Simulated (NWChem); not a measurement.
C₅H₆; SMILES C#CC1CC1

All runs: NWChem. Pople sets run with spherical d functions. The geometry was optimised at PBE0/def2-SVP. Level: M06-2X/6-31G* with SMD (1 M gas to 1 M solution), gas-phase geometry.

**Question.** Estimate the computed values for solvent acetone. Quantities: solvation free energy (kcal/mol); cavity-dispersion-structure term (kcal/mol); dipole in solution (D).

**Answer.** 
```json
{
  "solvation free energy (kcal/mol)": "-5.8",
  "cavity-dispersion-structure term (kcal/mol)": "-0.7",
  "dipole in solution (D)": "1.14"
}
```
